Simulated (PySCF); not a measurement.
BBr3, SMILES BrB(Br)Br. The structure is a stationary point at r2SCAN-D4/def2-SVP. The isomer is the one that the SMILES or the coordinates give; other isomers of the formula were not compared.

Computed equilibrium geometry at r2SCAN-D4/def2-SVP (PySCF confirms it by a frequency run) as bond lengths and angles, and its point group:
point group D3h.
Atoms: B1 Br2 Br3 Br4. Bonds (Å): B1–Br2 1.905, B1–Br3 1.905, B1–Br4 1.905. Bond angles (°): Br2–B1–Br3 120.0, Br2–B1–Br4 120.0, Br3–B1–Br4 120.0.
Charge 0, spin multiplicity 1.
